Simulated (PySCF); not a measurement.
Run record: EPR job, `[CH]=C=CC(=O)CCC` [radical].

Method: UKS B3LYP, pcH-1 on C H O, non-relativistic, mean-field spin-orbit, GIAO (PySCF 2.14.0). Geometry: GFN2-xTB. A driver script takes a list of jobs; this job's settings line and coordinates (Å) are shown.

Command:
```bash
OMP_NUM_THREADS=1 python probes_run.py task.json out
```

Input:
```
{"job": {"kind": "epr", "basis": "pcH-1"}, "charge": 0, "multiplicity": 2}
C      3.311624     1.075126     0.489525
C      2.752405     0.028255     0.228973
C      2.115290    -1.145142    -0.064838
C      0.677174    -1.295095    -0.122441
O      0.164894    -2.370367    -0.392194
C     -0.129291    -0.045466     0.170040
C     -1.631098    -0.296021     0.089754
C     -2.430829     0.965136     0.385233
H      3.803961     1.974689     0.712166
H      2.714311    -2.021107    -0.271943
H      0.167490     0.727745    -0.544366
H      0.145397     0.315166     1.165497
H     -1.896899    -1.080617     0.800336
H     -1.874942    -0.665983    -0.907670
H     -2.187381     1.750135    -0.328050
H     -3.496925     0.762448     0.320393
H     -2.212178     1.333128     1.385744
```

Output:
```
UKS, coarse grid
  cycle   1  E = -347.13859497  |g| = 6.43e-01
  cycle   2  E = -345.91204245  |g| = 1.66e+00
  cycle   3  E = -347.25316422  |g| = 3.22e-01
  cycle   4  E = -347.30931394  |g| = 8.82e-02
  cycle   5  E = -347.31196182  |g| = 5.63e-02
  cycle   6  E = -347.31342732  |g| = 2.74e-02
  cycle   7  E = -347.31383756  |g| = 1.01e-02
  cycle   8  E = -347.31392735  |g| = 3.69e-03
  cycle   9  E = -347.31394756  |g| = 2.19e-03
  cycle  10  E = -347.31395256  |g| = 7.30e-04
UKS, final grid
  cycle   1  E = -347.31389040  |g| = 9.41e-04
  cycle   2  E = -347.31388960  |g| = 1.93e-03
  cycle   3  E = -347.31389097  |g| = 2.46e-04
  cycle   4  E = -347.31389102  |g| = 1.60e-04
  cycle   5  E = -347.31389107  |g| = 1.24e-04
  cycle   6  E = -347.31389108  |g| = 3.12e-05
  cycle   7  E = -347.31389108  |g| = 7.14e-06
E = -347.31389108 Eh   <S^2> = 0.7717 (exact 0.7500)
g shifts (ppm)      1          2          3
  rmc          -175       -175       -175
  gc            -10         33         36
  oz_so           1       1577       3988
  total        -183       1436       3849
hyperfine (MHz)  atom isotope    a_iso     a_fc   dipolar eigenvalues
    0   13C      39.72      39.72    -40.48    -30.52     71.00
    1   13C     -57.09     -57.09    -18.19     -1.79     19.98
    2   13C      54.97      54.97    -52.60    -52.07    104.67
    3   13C     -32.03     -32.03    -10.92      3.35      7.57
    4   17O     -14.00     -14.00    -65.71     32.57     33.13
    5   13C      -1.32      -1.32     -0.55     -0.10      0.65
    6   13C      -0.56      -0.56     -0.26     -0.11      0.36
    7   13C      -0.02      -0.02     -0.15     -0.08      0.23
    8    1H     -37.90     -37.90    -17.82     -1.86     19.68
    9    1H     -45.60     -45.60    -22.80     -1.99     24.79
   10    1H       0.66       0.66     -2.32     -0.85      3.18
   11    1H       0.66       0.66     -2.32     -0.85      3.18
   12    1H       1.35       1.35     -1.18     -0.78      1.96
   13    1H       1.34       1.34     -1.19     -0.78      1.96
   14    1H      -0.09      -0.09     -0.51     -0.34      0.84
   15    1H      -0.11      -0.11     -0.35     -0.28      0.63
   16    1H      -0.10      -0.10     -0.51     -0.34      0.84
```

rmc, gc and oz_so are the mass-correction, gauge-correction and orbital-Zeeman/spin–orbit parts of the g shift along its three principal axes; a_iso is the isotropic hyperfine coupling and a_fc its Fermi-contact part. Atoms in this output count from 0.

**Question.** Get g_iso from the total shifts.

**Answer.** Their mean is 1700 ppm; added to g_e = 2.002319 it gives 2.00402.

Summary of the converged run: ⟨S²⟩ 0.772; g_iso 2.0040.

Geometry: GFN2-xTB, one conformer, isolated molecule.

The run took 83 s (grids of density and orbitals included) on one thread, Arm Neoverse V1 (aarch64), no GPU, shared host, and the process peaked at 0.97 GiB of memory.
Labels such as C1 count atoms from 1, the log's own numbers from 0.
